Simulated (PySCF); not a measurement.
# CuCl₃: from structure and modes to constants

These are results of UPBE in PySCF with Cu def2-SVP, Cl def2-SVP; no relativity; density-fitted integrals, not measurements.

The triplet minimum has D3h symmetry. Masses (u): Cu 62.92960, Cl 34.96885.

```xyz
4
charge 0 multiplicity 3, angstrom
Cu    0.0000    0.0000    0.0000
Cl    2.1459    0.0000    0.0000
Cl   -1.0729    1.8584    0.0000
Cl   -1.0729   -1.8584    0.0000
```

Harmonic wavenumbers (cm⁻¹): 91.5 (a2'', ×1), 93.7 (e', ×2), 305.5 (a1', ×1), 387.3 (e', ×2).

(1) Find the principal moments of inertia and the rotational constants. What kind of rotor is it?

(2) What is the harmonic zero-point energy?

Results:

(1) About the centre of mass I = 241.54, 241.54, 483.08 u Å². With B = 16.8576/I this gives 0.06979, 0.06979, 0.0349 cm⁻¹. The molecule is an oblate symmetric top.

(2) Half the sum of all 6 wavenumbers, 1359/2 = 679 cm⁻¹, which is 8.1 kJ/mol (1 cm⁻¹ = 0.0119627 kJ/mol).

Only a few start shapes were tried, so a lower isomer may exist. Open d and f shells are described by one determinant, and the ground state may have another occupation or spin.
